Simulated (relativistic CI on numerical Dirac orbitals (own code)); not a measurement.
# Yb47+: computed level list

Computed by Dirac-Coulomb-Breit CI, KLI orbitals optimised for each configuration, a model potential for QED, unscaled Slater integrals (own radial code, finite nucleus).

CI space (outside the closed core [Ne]): 3s2 3p6 3d5, 3s2 3p5 3d6, 3s2 3p4 3d7, 3s 3p6 3d6, 3p6 3d7, 3s 3p5 3d7, 3s2 3p6 3d4 4s, 3s2 3p6 3d4 4p, 3s2 3p4 3d6 4s, 3s2 3p6 3d4 4d, 3s2 3p4 3d6 4p, 3s2 3p5 3d5 4s, 3s2 3p6 3d4 4f, 3s 3p5 3d6 4s, 3s2 3p5 3d5 4p, 3s 3p5 3d6 4p, 3p6 3d6 4s, 3s2 3p6 3d3 4s2, 3p6 3d6 4p, 3s2 3p6 3d3 4s 4p, 3s2 3p6 3d4 5s, 3p6 3d5 4s2. Levels of other configurations are missing.

```
No.  Configuration  Term     J  E (10³ cm⁻¹)   %  Landé g
 41    3p5 3d6(3P)   4D°   7/2        2812.9  45    1.311
 42    3p5 3d6(1D)   2P°   1/2        2853.1  39    1.218
 43    3p5 3d6(3F)   4D°   7/2        2983.3  29    1.201
 44    3p5 3d6(1S)   2P°   3/2        2991.9  38    1.366
 45    3p5 3d6(5D)   6F°   9/2        3103.7  52    1.371
 46    3s2 3p5 3d6   4P°   5/2        3115.8  19    1.308
 47    3p5 3d6(5D)   6F°  11/2        3117.7  41    1.233
 48    3s2 3p5 3d6   2P°   3/2        3127.5  20    1.567
 49    3p5 3d6(3G)   4H°  13/2        3154.5  73    1.183
 50    3p5 3d6(5D)   4P°   5/2        3174.0  23    1.296
 51    3p5 3d6(3F)   4F°   7/2        3176.9  38    1.349
 52    3p5 3d6(3F)   2D°   3/2        3178.9  28    1.064
 53    3p5 3d6(3H)   4H°   9/2        3212.4  20    1.173
 54    3p5 3d6(1D)   2F°   7/2        3221.5  37    1.149
 55    3p5 3d6(3H)   4I°  15/2        3222.0  74    1.155
 56    3p5 3d6(3P)   4P°   1/2        3227.2  29    1.671
 57    3p5 3d6(3F)   4D°   3/2        3271.4  26    1.195
 58    3p5 3d6(3H)   2G°   9/2        3274.9  30    1.123
 59    3p5 3d6(3G)   4G°  11/2        3283.0  34    1.131
 60    3p5 3d6(3H)   2I°  13/2        3285.6  46    1.123
 61    3p5 3d6(3D)   4D°   7/2        3298.9  33    1.197
 62    3p5 3d6(3P)   4D°   5/2        3319.1  26    1.207
 63    3p5 3d6(1F)   2G°   9/2        3370.6  39    1.144
 64    3p5 3d6(3P)   4D°   5/2        3371.6  29    1.143
 65    3p5 3d6(1F)   2D°   3/2        3388.8  32    1.100
 66    3p5 3d6(3F)   2G°   7/2        3413.7  28    1.112
 67    3p5 3d6(1G)   2H°  11/2        3422.9  55    1.117
 68    3p5 3d6(1G)   2F°   5/2        3423.5  28    1.164
 69    3p5 3d6(1G)   2G°   7/2        3435.8  23    1.055
 70    3p5 3d6(3P)   2D°   3/2        3446.5  34    1.182
 71    3p5 3d6(3F)   4D°   5/2        3462.8  31    1.214
 72    3p5 3d6(3F)   2F°   5/2        3481.3  29    1.141
 73    3p5 3d6(3D)   4P°   1/2        3482.4  44    1.494
 74    3p5 3d6(3G)   2G°   9/2        3492.1  24    1.139
 75    3p5 3d6(5D)   6P°   3/2        3508.0  29    1.506
 76    3p5 3d6(3G)   4F°   7/2        3509.4  26    1.150
 77    3p5 3d6(3H)   2H°  11/2        3530.9  37    1.112
 78    3p5 3d6(3F)   4D°   1/2        3538.0  46    0.703
 79    3p5 3d6(1F)   2F°   7/2        3554.6  27    1.239
 80    3p5 3d6(1F)   2G°   9/2        3559.8  42    1.079
 81    3p5 3d6(3D)   4P°   3/2        3563.4  32    1.424
 82    3p5 3d6(3P)   4D°   7/2        3570.2  23    1.239
 83    3p5 3d6(3F)   4G°  11/2        3606.2  37    1.161
 84    3p5 3d6(3H)   2G°   9/2        3616.3  31    1.125
 85    3p5 3d6(3D)   2D°   5/2        3634.9  23    1.150
 86    3p5 3d6(3F)   4F°   9/2        3643.2  37    1.240
 87    3p5 3d6(1S)   2P°   3/2        3644.5  37    1.154
 88    3p5 3d6(3F)   4F°   7/2        3649.9  30    1.175
 89    3p5 3d6(3P)   4D°   5/2        3652.1  30    1.132
 90    3p5 3d6(3D)   4D°   3/2        3669.0  26    1.210
 91    3p5 3d6(3H)   4I°  13/2        3674.0  48    1.143
 92    3p5 3d6(3D)   4D°   1/2        3677.9  46    0.668
 93    3p5 3d6(1G)   2F°   5/2        3679.4  30    1.063
 94    3p5 3d6(3H)   4H°   7/2        3688.2  19    1.052
 95    3p5 3d6(5D)   4F°   5/2        3693.9  24    1.131
 96    3p5 3d6(3F)   4D°   1/2        3694.6  32    1.318
 97    3p5 3d6(1I)   2K°  15/2        3711.4  74    1.092
 98    3p5 3d6(3F)   2D°   3/2        3712.0  58    0.826
 99    3p5 3d6(3G)   4H°   9/2        3750.2  28    1.077
100    3p5 3d6(3D)   2D°   5/2        3754.3  22    1.166
101    3p5 3d6(1G)   2G°   9/2        3755.7  36    1.040
102    3p5 3d6(3F)   4D°   3/2        3761.7  23    1.236
103    3p5 3d6(3H)   4G°   7/2        3773.7  28    1.148
104    3p5 3d6(1G)   2H°  11/2        3784.0  39    1.089
105    3p5 3d6(3F)   2F°   5/2        3787.7  25    1.149
106    3p5 3d6(1F)   2F°   7/2        3805.5  23    1.187
107    3p5 3d6(3F)   4G°  11/2        3822.2  33    1.102
108    3p5 3d6(1G)   2G°   9/2        3832.5  41    1.097
109    3p5 3d6(1I)   2I°  13/2        3839.5  55    1.068
110    3p5 3d6(1G)   2F°   5/2        3865.9  34    1.018
```

Energies count from the lowest computed level; ° marks odd parity. Percentages are summed over parent terms; the parents shown are those of the largest component, closed shells are left out there.

The mean weight of the leading LS term, summed over parents, in these 70 levels is 35 %, and that of the leading jj configuration (from the same eigenvectors) 87 %, so jj coupling describes them better and the LS labels are nominal.

At this charge energies of transitions that change n are usually good to better than 1 %, and those within a shell (Δn = 0) to a few per cent.

LS names give the leading component of a level, which can be under half, so a name can repeat, a term be missing and a line seem to break the LS rules.
